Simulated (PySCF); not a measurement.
Identify the unknown among the candidates.

All candidates are C5H12Si2.

* Rotational structure: rotational constants A, B, C: 2.416, 1.303, 1.110 GHz [GFN2-xTB]
* Polarisability: 110.2 au [PBE0/def2-SVPD]
* UV, strongest line: among the 6 lowest singlet transitions: S2 at 5.91 eV (210 nm, f = 0.136) [TDDFT PBE0/def2-SVPD]
* 13C NMR: chemical shifts (computed TMS as zero) by class: 145.9 (1 C), 143.7 (1 C), 16.3 (1 C), 16.1 (1 C), -3.9 (1 C) ppm [GIAO PBE0/pcSseg-1]
* NMR, other nuclei: isotropic shieldings of nuclei other than C and H, by class: 359 (1 Si), 379 (1 Si) ppm [GIAO PBE0/pcSseg-1]
* Dipole: 0.59 D [PBE0/def2-SVPD]
* Triplet: lowest triplet excitation (Tamm–Dancoff): 4.08 eV [TDA PBE0/def2-SVPD]
* 1H NMR: chemical shifts (computed TMS as zero) by class: 6.90 (1 H), 6.72 (1 H), 6.24 (1 H), 4.90 (1 H), 4.89 (1 H), 4.58 (1 H), 1.38 (3 H), 1.32 (1 H), 0.71 (1 H), 0.31 (1 H) ppm [GIAO PBE0/pcSseg-1]

The electronic properties come from PySCF, for the isolated species, density fitting. Levels stand in brackets. One conformer (not necessarily the lowest) at the GFN2-xTB geometry, without solvent, vibrations or thermal averaging. Each NMR value is the plain mean over a class of atoms that symmetry, rotation or inversion makes alike.

Question: Which candidate is it?
A. `C=CC[SiH2]/C=C\[SiH3]`
B. `C=C[Si@@H]1C[SiH2][C@H]1C`
C. `[SiH3]C[SiH]1CC=CC1`

Answer: B. It is `C=C[Si@@H]1C[SiH2][C@H]1C`. Numbering: `[CH2:1]=[CH:2][Si@@H:3]1[CH2:4][SiH2:5][C@H:6]1[CH3:7]`. Its formula, C5H12Si2, gives 2 degrees of unsaturation: 1 ring and 1 π bond in the structure found. 5 carbons fall into 5 classes; from least to most shielded: alkene CH carbon [C2] (145.9 ppm), terminal =CH2 carbon [C1] (143.7 ppm), methyl carbon [C7] (16.3 ppm), ring sp3 carbon bound to silicon [C6] (16.1 ppm), ring sp3 carbon bound to silicon [C4] (-3.9 ppm). Hydrogen classes from least to most shielded: 1 H on an alkene CH carbon, C2 (6.90 ppm), 1 H on a terminal =CH2 carbon, C1 (6.72 ppm), 1 H on a terminal =CH2 carbon, C1 (6.24 ppm), 1 H on an SiH silicon, Si3 (4.90 ppm), 1 H on an SiH2 silicon, Si5 (4.89 ppm), 1 H on an SiH2 silicon, Si5 (4.58 ppm), 3 H on a methyl carbon, C7 (1.38 ppm), 1 H on an sp3 carbon bound to silicon, C6 (1.32 ppm), 1 H on an sp3 carbon bound to silicon, C4 (0.71 ppm), 1 H on an sp3 carbon bound to silicon, C4 (0.31 ppm). The other shieldings belong to: 359 ppm, SiH silicon [Si3]; 379 ppm, SiH2 silicon [Si5]. The optimised geometry has point group C1 and is an asymmetric top.

The others, at the same levels:
- `C=CC[SiH2]/C=C\[SiH3]` fails: its computed 13C shifts are 155.8 (1 C), 150.7 (1 C), 144.0 (1 C), 120.7 (1 C), 23.2 (1 C) ppm, 1H shifts are 7.48 (1 H), 7.21 (1 H), 6.20 (1 H), 5.37 (1 H), 5.32 (1 H), 4.42 (2 H), 4.17 (3 H), 1.89 (2 H) ppm and rotational constant A is 4.163 GHz (against 2.416 GHz).
- `[SiH3]C[SiH]1CC=CC1` fails: it has 3 carbon classes against 5; its computed 13C shifts are 138.3 (2 C), 20.7 (2 C), -8.9 (1 C) ppm, 1H shifts are 6.10 (2 H), 4.69 (1 H), 3.98 (3 H), 1.80 (2 H), 1.55 (2 H), -0.13 (2 H) ppm and rotational constant A is 4.040 GHz (against 2.416 GHz).

Each candidate is one conformer, not necessarily the lowest. The conformers computed, where there is a choice (atom-mapped SMILES and torsion angles):
- `[CH2:1]=[CH:2][Si@@H:3]1[CH2:4][SiH2:5][C@H:6]1[CH3:7]`: C1–C2–Si3–C4 58°
- `[CH2:1]=[CH:2][CH2:3][SiH2:4]/[CH:5]=[CH:6]\[SiH3:7]`: C1–C2–C3–Si4 107°, C2–C3–Si4–C5 -59°, C3–Si4–C5–C6 -147°

The conformers of `[SiH3]C[SiH]1CC=CC1` aren't listed.
